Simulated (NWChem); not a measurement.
Species: C3H3N2, doublet; SMILES C1=C[N]N=C1

Question: Give the equilibrium geometry at PBE-D3(BJ)/def2-SVP, spin-unrestricted (NWChem) as a Z-matrix, with the point group.

Answer: point group C2; any orientation.
```
C
H 1 1.0965
C 1 1.4179 2 127.44
N 3 1.3601 1 105.85 2 178.33
N 4 1.2539 3 111.42 1 4.83
C 5 1.3601 4 111.43 3 -6.20
H 6 1.0947 5 122.28 4 -178.90
H 3 1.0947 4 122.28 5 -178.90
```
